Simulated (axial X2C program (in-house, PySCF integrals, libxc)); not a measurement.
Worked dissociation energy of InSi⁻: PBE0, spin-free

All values were computed with an axial X2C code built on PySCF integrals. Spin-free means the one-electron spin-free X2C Hamiltonian. Basis: In dyall-acv3z [12s13p10d5f1g], Si dyall-av3z [9s8p3d2f] (cores contracted in-house); Gaussian nuclei, density fitting, unrestricted open shells. Masses: In 114.904 u, Si 27.977 u.

Molecular state: M_S = 1, Λ = 0 (beyond evenly filled blocks: π+α, π-α).

* E(In) (2M_S = 1, M_L = 0): -5880.662262 hartree
* E(Si-) (2M_S = 3, M_L = 0): -289.921679 hartree
* E(InSi⁻) at Re: -6170.659097 hartree
* ωe: 280.1 cm⁻¹
* ωexe: 0.913 cm⁻¹

Problem. Work out De and D0.

Solution. De = -5880.662262 + (-289.921679) − (-6170.659097) = 0.07516 hartree = 2.045 eV. The zero-point energy is ωe/2 − ωexe/4 = 140 cm⁻¹ = 0.017 eV, so D0 = 2.028 eV.

The state is one determinant whose occupation by symmetry is held fixed; it was picked as the lowest of a PBE0 search that is not exhaustive. Dissociation energies refer to the lowest single-determinant-based atoms at the same level and basis. PBE0 can misorder states that lie within some tenths of an eV, so this need not be the ground state of the molecule. The nearest other spin-free determinant of the search, M_S = 1, Λ = 1, lies 0.14 eV up at the distance of the search. The highest occupied level of some functionals is positive through self-interaction error; at Hartree–Fock it is bound. Spin-free De lacks the spin–orbit lowering of the heavy p-block atom, a tenth of an eV or more for 4p and 5p, up to an eV for 6p and one to two eV for 7p atoms, less what an open-shell molecule gains itself.

Each atomic determinant is the lowest at this level and need not be a pure term. Totals compare only within one Hamiltonian and basis.
